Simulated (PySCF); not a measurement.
Species: C6H15P.
Numbering: `[CH3:1][CH2:2][P:3]([CH2:4][CH3:5])[CH2:6][CH3:7]` (hydrogens: H8, H9, H10 on C1; H11, H12 on C2; H13, H14 on C4; H15, H16, H17 on C5; H18, H19 on C6; H20, H21, H22 on C7)

The same species was optimised twice, with GFN2-xTB and with PBE0-D3(BJ)/def2-SVP (PySCF), and the same property calculations (PySCF, gas phase) were run on both structures.

```csv
coordinate,GFN2-xTB,PBE0-D3(BJ)/def2-SVP,change
P3–C4 (Å),1.867,1.861,-0.006
P3–C6 (Å),1.867,1.861,-0.006
C2–P3 (Å),1.867,1.861,-0.006
C1–C2 (Å),1.523,1.522,-0.001
C4–C5 (Å),1.523,1.522,-0.001
C6–C7 (Å),1.523,1.522,-0.001
C2–P3–C6 (°),97.9,99.4,+1.5
C4–P3–C6 (°),97.8,99.3,+1.5
C2–P3–C4 (°),97.8,99.3,+1.5
P3–C4–C5 (°),112.2,113.4,+1.2
C1–C2–P3 (°),112.2,113.4,+1.2
P3–C6–C7 (°),112.2,113.4,+1.2
C1–C2–P3–C4 (°),178,179,+1
C2–P3–C4–C5 (°),79,78,-1
C2–P3–C6–C7 (°),178,179,+1
```

Rotational constants: A = 1868, B = 1868, C = 1032 MHz (GFN2-xTB) against A = 1849, B = 1846, C = 1015 MHz (PBE0-D3(BJ)/def2-SVP). Point groups within 0.08 Å: C3 and C3.

On the GFN2-xTB structure: HOMO (eV) -6.45 [PBE0/pcSseg-1]; LUMO (eV) 1.22 [PBE0/pcSseg-1]; dipole (D) 1.23 [PBE0/pcSseg-1]; GIAO shielding of C1/C5/C7 (mean) (ppm) 174.5 [PBE0/pcSseg-1]; GIAO shielding of C2/C4/C6 (mean) (ppm) 159.1 [PBE0/pcSseg-1]; GIAO shielding of P3 (ppm) 356.4 [PBE0/pcSseg-1].

Task: What do these properties become on the PBE0-D3(BJ)/def2-SVP structure?

Result: 
| property | level | on GFN2-xTB | on PBE0-D3(BJ)/def2-SVP | change |
| --- | --- | --- | --- | --- |
| HOMO (eV) | PBE0/pcSseg-1 | -6.45 | -6.31 | +0.14 |
| LUMO (eV) | PBE0/pcSseg-1 | 1.22 | 1.26 | +0.04 |
| dipole (D) | PBE0/pcSseg-1 | 1.23 | 1.27 | +0.04 |
| energy, GFN2-xTB geometry as zero (kcal/mol) | PBE0/pcSseg-1 | 0.0 | -0.8 | -0.8 |
| GIAO shielding of C1/C5/C7 (mean) (ppm) | PBE0/pcSseg-1 | 174.5 | 172.7 | -1.8 |
| GIAO shielding of C2/C4/C6 (mean) (ppm) | PBE0/pcSseg-1 | 159.1 | 159.2 | +0.1 |
| GIAO shielding of P3 (ppm) | PBE0/pcSseg-1 | 356.4 | 350.5 | -5.9 |

The heavy atoms differ by 0.021 Å rms after alignment. Among bonds between heavy atoms C2–P3, P3–C4 and P3–C6 change most and about equally (-0.006 Å). Changes are differences of the printed values. Neither structure is proved a minimum here.

Shape of the structure used: `[CH3:1][CH2:2][P:3]([CH2:4][CH3:5])[CH2:6][CH3:7]`: C1–C2–P3–C4 179°, C2–P3–C4–C5 78°, C2–P3–C6–C7 179°.
